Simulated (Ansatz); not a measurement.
Energy landscape of H3P (cation, charge +1), doublet: umbrella (inversion) coordinate, bond length relaxed. Scanned: angle between the P-H bonds and the threefold axis (90 = planar). Other coordinates (P-H bond length) were minimised at PBE0/def2-TZVP.

Levels of theory: UKS-PBE/cc-pVDZ = Ansatz (a quantum-chemistry and plane-wave program) with unrestricted PBE/cc-pVDZ; FCI/cc-pVDZ = full CI/cc-pVDZ, frozen core (Ansatz).

Energies relative to the lowest point of each profile, in mEh; the last columns give the error against full CI:

```csv
a / °,UKS-PBE/cc-pVDZ,FCI/cc-pVDZ,UKS-PBE/cc-pVDZ − FCI/cc-pVDZ
92.60,3.2,4.2,-1.0
95.86,2.4,3.1,-0.7
98.56,1.4,1.9,-0.5
102,0.4,0.5,-0.2
105.37,0.0,0.0,0.0
107.73,0.4,0.4,0.0
110.62,2.0,2.2,-0.1
113.75,5.3,5.8,-0.5
117.60,12.0,13.1,-1.1
120.19,18.3,19.9,-1.6
123.38,28.1,30.6,-2.4
125.74,37.1,40.2,-3.1
128.82,50.9,55.0,-4.1
132,67.9,73.0,-5.1
```

UKS-PBE/cc-pVDZ is furthest from FCI/cc-pVDZ at 132 (-5.1 mEh, below); its mean absolute error over the points is 1.5 mEh.

The scan ran from 90.0 to 132.0; beyond the range shown the relaxed coordinates jump or full CI changes its symmetry label.
